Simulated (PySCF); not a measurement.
Point-charge models of `CCC1=CC[P@@H](=O)C1` against its computed dipole.

Coordinates (GFN2-xTB, Å) and charges (e) from the PBE0/pcSseg-1 density (PySCF):

```
atom       x       y       z  Mulliken      IAO  Hirshfeld  ESP-fitted
  C1   2.581   0.223   0.260   -0.2771  -0.4152    -0.1150     -0.0296
  C2   1.566  -0.094  -0.840   -0.1284  -0.2556    -0.0657     +0.0092
  C3   0.172  -0.156  -0.300   -0.3828  +0.0091    +0.0081     -0.0622
  C4  -0.567  -1.257  -0.210   -0.0590  -0.1808    -0.0590     -0.2495
  C5  -1.937  -1.120   0.378   -0.4233  -0.5327    -0.1169     -0.2742
  P6  -2.257   0.677   0.178   +0.8763  +1.4199    +0.4141     +0.7786
  O7  -3.178   1.352   1.093   -0.5984  -0.9069    -0.4084     -0.6375
  C8  -0.472   1.100   0.219   -0.3774  -0.5376    -0.1165     -0.3461
  H9   2.384   1.199   0.697   +0.1167  +0.1383    +0.0399     +0.0064
 H10   3.588   0.226  -0.150   +0.1205  +0.1448    +0.0443     +0.0151
 H11   2.529  -0.526   1.047   +0.1164  +0.1429    +0.0390     +0.0305
 H12   1.621   0.680  -1.610   +0.1263  +0.1399    +0.0420     +0.0394
 H13   1.817  -1.050  -1.302   +0.1145  +0.1397    +0.0431     +0.0220
 H14  -0.221  -2.225  -0.536   +0.0800  +0.1478    +0.0471     +0.1683
 H15  -1.947  -1.345   1.451   +0.1765  +0.1661    +0.0533     +0.1463
 H16  -2.679  -1.756  -0.106   +0.1602  +0.1610    +0.0527     +0.1138
 H17  -2.590   0.802  -1.173   +0.0251  -0.1036    -0.0082     -0.0406
 H18  -0.216   1.985  -0.367   +0.1542  +0.1566    +0.0516     +0.1391
 H19  -0.203   1.294   1.263   +0.1797  +0.1663    +0.0547     +0.1711
```

**Question.** Compute μ = Σ q r for each scheme (1 e·Å = 4.803 D) and compare with the dipole of the full density.

**Answer.** The full density gives (3.31, -1.91, -2.02) D, 4.32 D in size; dipole vectors point from the negative to the positive end.

| scheme | μx | μy | μz | size (D) | share of the full size (%) | angle to the full dipole (°) |
| --- | --- | --- | --- | --- | --- | --- |
| Mulliken | 2.24 | -0.67 | -1.96 | 3.05 | 70 | 16 |
| IAO | 3.36 | -2.03 | -3.26 | 5.11 | 118 | 12 |
| Hirshfeld | 2.51 | -1.43 | -1.74 | 3.37 | 78 | 3 |
| ESP-fitted | 3.34 | -1.92 | -2.00 | 4.34 | 100 | 0 |

**Question.** Which set comes closest?

**Answer.** Length of the difference vector: ESP-fitted 0.04 D, Hirshfeld 0.98 D, IAO 1.25 D, Mulliken 1.64 D. Closest: ESP-fitted. The schemes that divide the density aren't constrained to reproduce the dipole.

**Question.** What is left for the Hirshfeld atoms' own dipoles?

**Answer.** The Hirshfeld atoms' densities add up to the full density, so μ = Σ q r + Σ (atomic dipoles). The atomic dipoles sum to (3.31, -1.91, -2.02) − (2.51, -1.43, -1.74) = (0.80, -0.48, -0.28) D, 0.98 D in size.

**Question.** With the origin at the mean of the coordinates, (-0.001, 0.000, 0.000) Å, which are the largest single terms, by size, of the IAO dipole along the direction of the full one?

**Answer.** O7 +15.42, P6 -14.38, C1 -3.50, C5 +2.97, C8 +2.45 D; all 19 atoms together +5.00 D. The single terms depend on the origin, their sum doesn't.

**Question.** Give the size of the full dipole in other units.

**Answer.** 4.32 D = 1.701 au = 0.900 e·Å = 14.42 × 10⁻³⁰ C·m.

Geometry: GFN2-xTB, one conformer, isolated molecule.
